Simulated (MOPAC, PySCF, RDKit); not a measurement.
Pair of molecules: CH6OSn (SMILES C[O][SnH3]) (first 9 atoms) with NH3 (SMILES N); geometry from B3LYP-D3(BJ)/def2-TZVP, rigid monomers moved along the line of their centres of mass till Sn3···N10 is 5.05 Å.
(charge 0, multiplicity 1):
```
atom    x (Å)    y (Å)   z (Å)
----  -------  -------  ------
C     -2.3990   0.9389  1.3132
O     -1.3729   0.0123  1.6007
Sn     0.5445   0.5525  1.3335
H     -3.3593   0.4543  1.5104
H     -2.3409   1.8385  1.9386
H     -2.3936   1.2615  0.2646
H      0.3042   2.1683  0.7463
H      1.2882  -0.3554  0.0929
H      1.3880   0.6490  2.8154
N      0.4141  -4.1883  3.0792
H      0.6935  -4.4106  4.0269
H     -0.5898  -4.0329  3.0591
H      0.6364  -4.9792  2.4869
```

Interaction energies are E(AB) − E(A) − E(B) at the monomers' geometry in the complex; basis-set methods are counterpoise corrected. Rows marked so take none. RDKit's UFF carries no charges.

Rows in STO-3G carry no dispersion term and start afresh at each structure; the Pople sets are all-electron and without relativity. The state reached by PM3 isn't checked.

Programs: MOPAC for PM3 (differences of heats of formation); PySCF for STO-3G rows; RDKit for the force fields. Each number belongs to the level named beside it.

Question: One of these levels gives -11.6 meV for the interaction energy. Name it.
(A) PM3
(B) UFF
(C) HF/STO-3G (no counterpoise)

Answer: B, UFF. The others give 7.9 (PM3), -31.4 (HF/STO-3G (no counterpoise))
